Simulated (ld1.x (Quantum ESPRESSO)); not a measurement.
## Pm, TM semilocal: configuration errors across variants

```json
{
  "Element": "promethium",
  "Generator": "ld1.x (Quantum ESPRESSO) 7.5",
  "Type": "norm-conserving Troullier–Martins (semilocal form)",
  "Functional": "PBE",
  "Relativity": "scalar-relativistic",
  "Frozen core": "[Kr] 4d10 5s2",
  "Valence charge": "13",
  "Reference configuration": "4f5 5p6 5d0 6s2 6p0",
  "Partial waves": "6s (bound): rc 3.35 bohr; 5d (bound, empty): rc 2.65 bohr; 4f (bound): rc 1.30 bohr; 5p (bound): rc 2.30 bohr",
  "Local potential": "the p channel",
  "Core correction": "Bessel-smoothed model core, default radius (core density twice the valence density)"
}
```

All-electron excitation energies from the reference (eV): (1) 4f5 5p6 5d0 6s1 6p0 5.873; (2) 4f5 5p6 5d0 6s0 6p0 16.813; (3) 4f4 5p6 5d0 6s0 6p0 40.010; (4) 4f4 5p6 5d1 6s1 6p0 8.795; (5) 4f5 5p5 5d0 6s2 6p0 27.511; (6) 4f5 5p6 5d0 6s1.5 6p0 2.340.

A semilocal file is local in each channel, so a ghost entry of none says nothing of the separable form that plane-wave codes build from it.

The default core radius of the base comes out at 0.99 bohr.

Tests that are not counted but printed errors over 1 eV. “base”: 4f5 5p6 5d0 6s1 6p1 (solver errors, printed error -12.5 eV). “all radii but the core radius scaled by about 1.18 (s 3.94, p 2.70, d 3.12, f 1.54 bohr)”: 4f5 5p6 5d0 6s1 6p1 (solver errors, printed error -13.6 eV). “wave 6s (bound): rc 3.35 bohr becomes 6s (bound): rc 2.78 bohr”: 4f5 5p6 5d0 6s1 6p1 (solver errors, printed error -12.6 eV). “core correction none”: 4f5 5p6 5d0 6s1 6p1 (pseudo-atom not self-consistent, printed error -931 eV). “wave 4f (bound): rc 1.30 bohr becomes 4f (bound): rc 1.36 bohr”: 4f5 5p6 5d0 6s1 6p1 (solver errors, printed error -13.7 eV).

2 further variants failed, have other tests or too few solved ones, and are left out.

Errors AE − PS in meV (a dash: test not solved or not reliable):

| change | (1) | (2) | (3) | (4) | (5) | (6) | bound ghosts |
| --- | --- | --- | --- | --- | --- | --- | --- |
| base | -2.1 | -19 | +152 | -63 | -66 | -0.6 | none |
| all radii but the core radius scaled by about 1.18 (s 3.94, p 2.70, d 3.12, f 1.54 bohr) | -1.9 | -22 | +254 | +49 | -48 | -0.6 | none |
| wave 6s (bound): rc 3.35 bohr becomes 6s (bound): rc 2.78 bohr | +2.0 | -13 | +4.2 | +21 | +86 | +0.4 | none |
| core correction none | +0.9 | +11 | +279 | +16 | -31 | -0.2 | none |
| wave 4f (bound): rc 1.30 bohr becomes 4f (bound): rc 1.36 bohr | -2.1 | -19 | +164 | -46 | -65 | -0.7 | none |

(1) Give the same row for: wave 5p (bound): rc 2.30 bohr becomes 5p (bound): rc 3.40 bohr.

## Answers

(1) -2.2, -20, +230, -15, -69, -0.6; bound ghosts: none. Not counted: 4f5 5p6 5d0 6s1 6p1 (solver errors, printed error -8.6 eV).
